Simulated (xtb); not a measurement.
xtb input (GFN1-xTB):

```bash
xtb mol.xyz --gfn 1 --opt tight --chrg 0 --uhf 0
```
mol.xyz:
```
4

F     -0.15332582     1.98249839    -0.01122688
Al    -0.02702592     0.34944436    -0.00197890
Cl     1.85447790    -0.51897817    -0.00947148
Cl    -1.75263852    -0.79780196     0.01692840
```

Output:

```
           -------------------------------------------------
          |                Calculation Setup                |
           -------------------------------------------------

           -------------------------------------------------
          |                 G F N 1 - x T B                 |
           -------------------------------------------------

        Reference                      10.1021/acs.jctc.7b00118
      * Hamiltonian:
        H0-scaling (s, p, d)           1.850000    2.250000    2.000000
        zeta-weighting                 0.000000
      * Dispersion:
        s8                             2.400000
        a1                             0.630000
        a2                             5.000000
        s9                             0.000000
      * Repulsion:
        kExp                           1.500000
        rExp                           1.000000
      * Coulomb:
        alpha                          2.000000
        third order                    atomic
        anisotropic                    false
      * Halogen bond correction:
        rad-scale                      1.300000
        damping                        0.440000

          ...................................................
          :                      SETUP                      :
          :.................................................:
          :  # basis functions                  34          :
          :  # atomic orbitals                  31          :
          :  # shells                           11          :
          :  # electrons                        24          :
          :  # halogen bonds                     0          :
          :  max. iterations                   250          :
          :  Hamiltonian                  GFN1-xTB          :
          :  restarted?                      false          :
          :  GBSA solvation                  false          :
          :  PC potential                    false          :
          :  electronic temp.          300.0000000     K    :
          :  accuracy                    1.0000000          :
          :  -> integral cutoff          0.2500000E+02      :
          :  -> integral neglect         0.1000000E-07      :
          :  -> SCF convergence          0.1000000E-05 Eh   :
          :  -> wf. convergence          0.2000000E-04 e    :
          :  Broyden damping             0.4000000          :
          :  net charge                          0          :
          :  unpaired electrons                  0          :
          ...................................................

 iter      E             dE          RMSdq      gap      omega  full diag
   1    -15.1741842 -0.151742E+02  0.588E+00    4.72       0.0  T
   2    -15.1781627 -0.397856E-02  0.356E+00    4.96       1.0  T
   3    -15.1781472  0.155337E-04  0.172E-01    4.95       1.0  T
   4    -15.1782016 -0.543557E-04  0.262E-02    4.95       1.9  T
   5    -15.1782028 -0.118619E-05  0.859E-03    4.95       5.8  T
   6    -15.1782028 -0.341693E-09  0.580E-04    4.95      86.1  T
   7    -15.1782028 -0.152974E-08  0.306E-06    4.95   16337.0  T
[...]
         :::::::::::::::::::::::::::::::::::::::::::::::::::::
         :: total energy             -15.150933059588 Eh    ::
         :: gradient norm              0.000170222716 Eh/a0 ::
         :: HOMO-LUMO gap              5.215797476950 eV    ::
         ::.................................................::
         :: SCC energy               -15.182733143595 Eh    ::
         :: -> electrostatic           0.028620825515 Eh    ::
         :: repulsion energy           0.033062625086 Eh    ::
         :: dispersion energy         -0.001262541079 Eh    ::
         :: halogen bond corr.         0.000000000000 Eh    ::
         :: add. restraining           0.000000000000 Eh    ::
         :: total charge              -0.000000000000 e     ::
         :::::::::::::::::::::::::::::::::::::::::::::::::::::

           -------------------------------------------------
          |                Property Printout                |
           -------------------------------------------------

    * Orbital Energies and Occupations

         #    Occupation            Energy/Eh            Energy/eV
      -------------------------------------------------------------
         1        2.0000           -0.9501853             -25.8559
         2        2.0000           -0.9379815             -25.5238
         3        2.0000           -0.8157400             -22.1974
         4        2.0000           -0.5630237             -15.3207
         5        2.0000           -0.5324435             -14.4885
         6        2.0000           -0.5249715             -14.2852
         7        2.0000           -0.5242733             -14.2662
         8        2.0000           -0.5026325             -13.6773
         9        2.0000           -0.4986547             -13.5691
        10        2.0000           -0.4960569             -13.4984
        11        2.0000           -0.4941871             -13.4475
        12        2.0000           -0.4878367             -13.2747 (HOMO)
        13                         -0.2961596              -8.0589 (LUMO)
        14                         -0.1092661              -2.9733
        15                         -0.0775939              -2.1114
        16                         -0.0757559              -2.0614
        17                         -0.0724304              -1.9709
        18                         -0.0722282              -1.9654
        19                         -0.0709400              -1.9304
        20                         -0.0686311              -1.8675
        21                         -0.0680413              -1.8515
        22                         -0.0666330              -1.8132
        23                         -0.0431151              -1.1732
       ...                                ...                  ...
        31                          0.7515224              20.4500
      -------------------------------------------------------------
                  HL-Gap            0.1916770 Eh            5.2158 eV
             Fermi-level           -0.3919981 Eh          -10.6668 eV

  Mulliken/CM5 charges         n(s)   n(p)   n(d)
     1F    -0.33777 -0.32248   1.771  5.567  0.000
     2Al    0.51733  0.41055   0.866  0.960  0.656
     3Cl   -0.08978 -0.04404   1.869  5.228 -0.007
     4Cl   -0.08978 -0.04404   1.869  5.228 -0.007

Wiberg/Mayer (AO) data.
largest (>0.10) Wiberg bond orders for each atom

 ---------------------------------------------------------------------------
     #   Z sym  total        # sym  WBO       # sym  WBO       # sym  WBO
 ---------------------------------------------------------------------------
Note: The following floating-point exceptions are signalling: IEEE_DENORMAL
normal termination of xtb
     1   9 F    1.166 --     2 Al   1.066
     2  13 Al   3.776 --     4 Cl   1.355     3 Cl   1.355     1 F    1.066
     3  17 Cl   1.493 --     2 Al   1.355
     4  17 Cl   1.493 --     2 Al   1.355
 ---------------------------------------------------------------------------

Topologies differ in total number of bonds
Writing topology from bond orders to xtbtopo.mol

 dipole moment from electron density (au)
     X       Y       Z
   0.0279  -0.3613   0.0020  total (Debye):    0.921

           -------------------------------------------------
          |                Geometry Summary                 |
           -------------------------------------------------

      molecular mass/u    :      116.8858168
   center of mass at/Å    :       -0.0010041       0.0129828      -0.0000735
  moments of inertia/u·Å² :        0.1011761E+03   0.2368851E+03   0.3380612E+03
rotational constants/cm⁻¹ :        0.1666168E+00   0.7116374E-01   0.4986562E-01

 * 3 selected distances

     #   Z          #   Z                                           value/Å
     1   9 F        2  13 Al                                      1.6351528 (min)
     2  13 Al       3  17 Cl                                      2.0480576 (max)
     2  13 Al       4  17 Cl                                      2.0480576

 * 2 distinct bonds (by element types)

   Z      Z             #   av. dist./Å        max./Å        min./Å
   9 F   13 Al          1     1.6351528     1.6351528     1.6351528
  13 Al  17 Cl          2     2.0480576     2.0480576     2.0480576

optimized geometry written to: xtbopt.xyz

           -------------------------------------------------
          | TOTAL ENERGY              -15.150933059588 Eh   |
          | GRADIENT NORM               0.000170222716 Eh/α |
          | HOMO-LUMO GAP               5.215797476950 eV   |
           -------------------------------------------------

------------------------------------------------------------------------
------------------------------------------------------------------------
 total:
 SCF:
 ANC optimizer:
```
